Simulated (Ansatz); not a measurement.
Ideal-gas functions of `C[Se][Ti]([Cl])([Cl])[Cl]` at 800 K and 1 bar, from an Ansatz frequency run at PBE0-D4/def2-TZVP.

Molar mass 248.22 g/mol, point group Cs (symmetry number 1), electronic degeneracy 1, moments of inertia 510.731, 720.121, 778.284 u Å². Harmonic wavenumbers (cm⁻¹, unscaled): 39, 82, 88, 100, 105, 119, 120, 131, 320, 427, 492, 513, 595, 911, 913, 1300, 1457, 1463, 3079, 3184, 3190.

Use S(trans) = R[1.5 ln M + 2.5 ln T − 1.1517]; rotational temperatures θ = 24.2544 K / I; S(rot) = R[ln(√π/σ · √(T³/θAθBθC)) + 1.5]; for each mode x = 1.438777 ν̃/T, S = R[x/(eˣ − 1) − ln(1 − e⁻ˣ)] and H = RT x/(eˣ − 1); 1 cm⁻¹ = 0.0119627 kJ/mol; R = 8.31446 J/(mol·K).

By hand: the entropy, in J/(mol·K).

Translation 198.1. Rotation: θ = 0.0475, 0.0337, 0.0312 K, giving 141.8. Vibration, mode by mode: 30.41, 24.24, 23.65, 22.59, 22.19, 21.15, 21.08, 20.35, 13.02, 10.71, 9.60, 9.27, 8.14, 5.08, 5.07, 2.92, 2.34, 2.32, 0.21, 0.18, 0.18, in all 254.7. Electronic 0.0. Sum 594.6 J/(mol·K).

By hand: H − E and G − E in kJ/mol, counted from the electronic energy.

Zero-point energy ½ × 18628 × 0.0119627 = 111.4; thermal vibration 79.9; translation, rotation and pV give 4 RT = 26.6. H − E = 217.9 kJ/mol, and G − E = 217.9 − 800 × 594.6/1000 = -257.8 kJ/mol.

Vibration gives 43 % of the entropy, 185.7 J/(mol·K) of it from the modes under 150 cm⁻¹: soft modes count most, and the harmonic formula is weakest for them. The sum counts one conformer and one mirror image; others add a mixing term.
